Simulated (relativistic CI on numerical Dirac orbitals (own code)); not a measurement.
Energy levels of Sb³³⁺

Computed by Dirac-Coulomb-Breit CI, KLI orbitals optimised for each configuration, a model potential for QED, unscaled Slater integrals (own radial code, finite nucleus).

Configurations in the expansion (outside the closed core [Ne]): 3s²3p⁶, 3s²3p⁵3d, 3s3p⁶3d, 3s²3p⁵4s, 3s²3p⁵4p, 3s²3p⁵4d, 3s3p⁶4s, 3p⁶3d4p, 3p⁶3d², 3p⁵3d³, 3p⁵3d²4s, 3p⁵3d²4p, 3p⁵3d²4d, 3p⁶3d4s, 3p⁵3d4s², 3p⁵3d4s4p, 3p⁵3d4s4d. Double excitations out of closed p, d and f shells are left out; levels of such configurations are missing from the list, as are those of other unlisted configurations, and high levels can miss mixing partners.

```tsv
No.	Configuration	Term	J	E (Ry)	%	Next component (%)	jj configuration (%)
1	3s²3p⁶	¹S	0	0.0000	100		closed (100)
2	3s²3p⁵3d	³P°	0	10.6490	100		3p3/2^3 3d3/2 (100)
3	3s²3p⁵3d	³P°	1	11.0022	83	17 ³D°	3p3/2^3 3d3/2 (87)
4	3s²3p⁵3d	³F°	3	11.3989	62	30 ¹F°	3p3/2^3 3d3/2 (99)
5	3s²3p⁵3d	³D°	2	11.5353	51	24 ³P°	3p3/2^3 3d3/2 (92)
6	3s²3p⁵3d	³F°	4	12.0139	100		3p3/2^3 3d5/2 (100)
7	3s²3p⁵3d	¹D°	2	12.2352	48	39 ³P°	3p3/2^3 3d5/2 (91)
8	3s²3p⁵3d	³D°	3	12.8026	67	32 ¹F°	3p3/2^3 3d5/2 (99)
9	3s²3p⁵3d	³D°	1	13.8468	64	22 ¹P°	3p3/2^3 3d5/2 (67)
10	3s²3p⁵3d	³F°	2	15.5502	67	27 ¹D°	3p1/2 3p3/2^4 3d3/2 (99)
11	3s²3p⁵3d	³D°	2	16.5629	44	35 ³P°	3p1/2 3p3/2^4 3d5/2 (98)
12	3s²3p⁵3d	¹F°	3	16.7750	38	37 ³F°	3p1/2 3p3/2^4 3d5/2 (99)
13	3s²3p⁵3d	¹P°	1	17.8917	78	19 ³D°	3p1/2 3p3/2^4 3d3/2 (79)
14	3s3p⁶3d	³D	1	24.7977	100		3s 3d3/2 (100)
15	3s3p⁶3d	³D	2	25.0056	89	11 ¹D	3s 3d3/2 (89)
16	3s3p⁶3d	³D	3	25.7412	100		3s 3d5/2 (100)
17	3s3p⁶3d	¹D	2	26.4869	89	11 ³D	3s 3d5/2 (89)
18	3p⁶3d²	³F	2	50.3157	85	14 ¹D	3d3/2^2 (95)
19	3p⁶3d²	³F	3	51.1171	100		3d3/2 3d5/2 (100)
20	3p⁶3d²	³P	0	51.2852	87	13 ¹S	3d3/2^2 (91)
21	3p⁶3d²	³F	4	51.6213	71	29 ¹G	3d3/2 3d5/2 (74)
22	3p⁶3d²	³P	2	51.6710	46	42 ¹D	3d3/2 3d5/2 (95)
23	3p⁶3d²	³P	1	51.8366	100		3d3/2 3d5/2 (100)
24	3p⁶3d²	¹G	4	52.4633	71	29 ³F	3d5/2^2 (74)
25	3p⁶3d²	³P	2	52.7015	52	44 ¹D	3d5/2^2 (99)
26	3p⁶3d²	¹S	0	54.0180	87	13 ³P	3d5/2^2 (91)
27	3p⁵3d³(4F)	⁵F°	2	60.7577	36	24 ⁵D°	3p3/2^3 3d3/2^3 (76)
28	3p⁵3d³(4F)	⁵D°	1	60.8159	48	27 ⁵F°	3p3/2^3 3d3/2^3 (71)
29	3p⁵3d³(4F)	⁵D°	0	60.9878	88	12 ³P°	3p3/2^3 3d3/2^3 (59)
30	3p⁵3d³(4F)	⁵F°	3	61.1034	47	18 ⁵G°	3p3/2^3 3d3/2^2 3d5/2 (66)
31	3p⁵3d³(4F)	⁵F°	4	61.4420	48	29 ⁵G°	3p3/2^3 3d3/2^2 3d5/2 (72)
32	3p⁵3d³(4P)	⁵S°	2	61.5020	52	15 ⁵P°	3p3/2^3 3d3/2^2 3d5/2 (73)
33	3p⁵3d³(4P)	⁵D°	3	61.5081	32	16 ³G°	3p3/2^3 3d3/2^3 (58)
34	3p⁵3d³(2G)	³F°	2	61.6661	38	32 ⁵D°	3p3/2^3 3d3/2^2 3d5/2 (87)
35	3p⁵3d³(4F)	⁵D°	1	61.7415	38	33 ³D°	3p3/2^3 3d3/2^2 3d5/2 (84)
36	3p⁵3d³(4F)	⁵G°	5	61.7664	43	33 ⁵F°	3p3/2^3 3d3/2^2 3d5/2 (60)
37	3p⁵3d³(4P)	⁵D°	4	61.8994	42	29 ³F°	3p3/2^3 3d3/2^2 3d5/2 (70)
38	3p⁵3d³(4F)	³G°	3	61.9292	43	34 ³F°	3p3/2^3 3d3/2^2 3d5/2 (84)
39	3p⁵3d³(4F)	⁵G°	6	62.0280	48	37 ³H°	3p3/2^3 3d3/2^2 3d5/2 (74)
40	3p⁵3d³(4F)	³G°	4	62.2182	40	13 ³F°	3p3/2^3 3d3/2^2 3d5/2 (74)
41	3p⁵3d³(2D)	³P°	0	62.3145	60	29 ¹S°	3p3/2^3 3d3/2^2 3d5/2 (59)
42	3p⁵3d³(2P)	³D°	3	62.3786	25	24 ⁵D°	3p3/2^3 3d3/2^2 3d5/2 (86)
43	3p⁵3d³(4P)	³D°	2	62.4081	26	19 ¹D°	3p3/2^3 3d3/2^2 3d5/2 (65)
44	3p⁵3d³(2P)	³S°	1	62.4738	34	34 ³P°	3p3/2^3 3d3/2^2 3d5/2 (77)
45	3p⁵3d³(4F)	³G°	5	62.5420	37	25 ⁵F°	3p3/2^3 3d3/2^2 3d5/2 (52)
```

Energies count from the lowest computed level; ° marks odd parity. Percentages are summed over parent terms; the parents shown are those of the largest component, closed shells are left out there. Filled j subshells are mostly left out of the jj labels.

The mean weight of the leading LS term, summed over parents, in these 45 levels is 62 %, and that of the leading jj configuration (from the same eigenvectors) 83 %, so jj coupling describes them better and the LS labels are nominal.

At this charge energies of transitions that change n are usually good to better than 1 %, and those within a shell (Δn = 0) to a few per cent.

LS names give the leading component of a level, which can be under half, so a name can repeat, a term be missing and a line seem to break the LS rules.
